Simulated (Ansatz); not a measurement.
The same path of AlClF2H2 (6 atoms, charge 0, multiplicity 1) was run 3 times with different band settings. Lost on the way: Al1–H2, Cl5–H6. Made: Al1–Cl5, H2–H6.

All numbers below come from RKS B3LYP/def2-SVP in Ansatz 0.2.0.

Relaxed end points:

```xyz
6
Properties=species:S:1:pos:R:3
Al 0.002 0.149 0.046
H -0.004 0.759 1.491
F 1.414 0.093 -0.834
F -1.418 0.016 -0.814
Cl 0.076 -2.370 0.915
H 0.079 -2.027 2.165
```

```xyz
6
Properties=species:S:1:pos:R:3
Al 0.023 -0.674 -0.159
H 0.011 0.266 1.836
F 1.416 0.151 -0.495
F -1.417 0.075 -0.473
Cl 0.081 -2.719 0.245
H 0.035 -0.480 2.014
```

Common settings: spring 5.0 eV/Å²; optimiser quadratic models (default); force threshold 0.05 eV/Å; iteration limit 60; end points relaxed.

| run | movable images | climbing image | start path |
| --- | --- | --- | --- |
| 1 | 7 | yes | through a guess of the saddle point |
| 2 | 7 | yes | straight line |
| 3 | 6 | no | through a guess of the saddle point |

(1) What does each run give, and how far can it be trusted?

## Answers

(1) Run 1: converged after 10 iterations, highest image 0.314 eV above the first end. A vibrational analysis at the climbing image gives one clearly imaginary mode, 732i cm⁻¹: a first-order saddle point.
Run 2: converged after 10 iterations, highest image 0.314 eV above the first end. Another band between the same ends (7 images) ends at a top of the same energy, where a vibrational analysis finds 1 clearly imaginary mode.
Run 3: converged after 15 iterations, highest image 0.281 eV above the first end. No image climbed, so the highest image needn't sit at the top of the path.
The orbitals stay closed-shell, which can raise the energy where a bond breaks towards radicals; this wasn't checked here.
